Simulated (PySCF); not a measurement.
## Stretching SbCl⁺

Set-up: basis Sb cc-pVDZ-PP with ECP28, Cl cc-pV(D+d)Z; scalar-relativistic core potentials; PySCF 2.14. Energies in eV from Sb⁺ + Cl in their ground configurations at the same level. All curves are PBE0. state 1: ²Π (doublet), unpaired electrons π ↑; state 2: ⁴Π (quartet), unpaired electrons π ↑↑↑, a second solution, started from another occupation.

```tsv
R (Å)	state 1	state 2
1.953	-1.909	3.4523
2.044	-2.761	1.9918
2.135	-3.217	0.9667
2.203	-3.373	0.4094
2.271	-3.411	-0.0082
2.339	-3.362	-0.3167
2.430	-3.196	-0.5988
2.543	-2.887	-0.8005
2.680	-2.437	-0.8973
2.861	-1.806	-0.8857
```

Problem. Put a parabola through the three lowest points of the state 1 curve and estimate Re, k and ωe (reduced mass 27.12 u; 1 eV/Å² = 0.16022 mdyn/Å; ωe = 1302.8·√(k/μ) cm⁻¹).

Solution. Through R = 2.203, 2.271, 2.339 Å the second-order coefficient is 9.41 eV/Å², so Re ≈ 2.267 Å, k ≈ 3.01 mdyn/Å and ωe ≈ 434 cm⁻¹. A polynomial fit of higher order to the unrounded PBE0 energies gives Re = 2.263 Å, k = 3.13 mdyn/Å, ωe = 442 cm⁻¹; anharmonicity and rounding make the difference.

The higher-order fit for each curve: state 1: Re = 2.263 Å, ωe = 442 cm⁻¹, De = 3.41 eV; state 2: Re = 2.747 Å, ωe = 195 cm⁻¹, minimum 0.91 eV below the ground-state fragments.

⟨S²⟩ of the unrestricted solution departs from its pure value on part of the curve, where spin states mix. These are scalar-relativistic numbers at best; spin–orbit coupling would shift them, the dissociation energy most. For an ion De counts to the pair picked by the measured ionisation energies or electron affinities, which need not be the lowest pair at this level. Counting both spins, an empty level lies below a filled one in some of these solutions, because spin and occupation are held. The state was picked by a PBE0 search and need not be the measured ground state.
